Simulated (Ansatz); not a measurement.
A nudged elastic band was laid between two geometries of C₂H₉NSi₂ (14 atoms, charge 0, multiplicity 1).

These are results of Ansatz, RKS B3LYP-D4/def2-SVP, not measurements.

* movable images: 7
* climbing image: yes
* spring: 5.0 eV/Å²
* optimiser: quadratic models (default)
* start path: through a guess of the saddle point
* force threshold: 0.05 eV/Å
* iteration limit: 60
* end points: as typed, not relaxed

Initial state:

```xyz
14
Properties=species:S:1:pos:R:3
C -1.646 0.957 0.634
C -0.286 0.860 0.103
Si 0.315 -1.247 0.825
N 0.201 -0.344 -0.494
Si 1.379 -0.587 -1.620
H -2.397 0.386 0.068
H -1.738 0.775 1.695
H -1.977 2.058 0.485
H 0.428 1.433 0.760
H 1.441 -0.809 1.765
H -0.901 -1.610 1.586
H 1.110 0.217 -2.805
H 2.617 -0.111 -1.030
H 1.441 -2.007 -1.942
```

Final state:

```xyz
14
Properties=species:S:1:pos:R:3
C -1.646 0.957 0.634
C -0.286 0.860 0.103
Si 0.315 -1.247 0.825
N 0.201 -0.344 -0.494
Si 1.379 -0.587 -1.620
H -2.397 0.386 0.068
H -1.738 0.775 1.695
H -1.977 2.058 0.485
H 0.428 1.433 0.760
H 1.441 -0.809 1.765
H -0.901 -1.610 1.586
H 2.676 -0.207 -1.075
H 1.408 -2.015 -1.883
H 1.058 0.180 -2.816
```

Question: Which bonds break or form, and what moves?

Answer: No bond is made or broken. The dihedral Si3–N4–Si5–H13 goes from -68 to 52°.

Question: Give the energies along the band, and the barrier.

Answer: It did not converge within its limit. The highest image is number 0 of 0 to 8, 0.0 kJ/mol above the first end and 2.1 kJ/mol above the last; the last end lies 2.1 kJ/mol below the first. The band didn't meet its force threshold, so its energies are provisional: the largest band force was still 0.46 eV/Å, and over the last iterations the top stayed at 0.00 eV. The end points aren't both relaxed to the band's threshold either. Inner images lie below an end point, which means an intermediate or an end that isn't the lowest structure nearby.

| image | path coordinate (Å) | energy (kJ/mol) | dihedral Si3–N4–Si5–H13 (°) |
| --- | --- | --- | --- |
| 0 | 0.00 | 0.0 | -68 |
| 1 | 1.45 | -257.8 | -52 |
| 2 | 2.70 | -266.7 | -80 |
| 3 | 3.95 | -264.7 | -51 |
| 4 | 5.21 | -264.6 | -43 |
| 5 | 6.46 | -266.7 | -7 |
| 6 | 7.72 | -266.5 | 54 |
| 7 | 8.97 | -253.2 | 68 |
| 8 | 10.23 | -2.1 | 52 |

Run time: 25 min on 2 threads of Arm Neoverse V1 (shared host), peak memory 0.32 GiB.
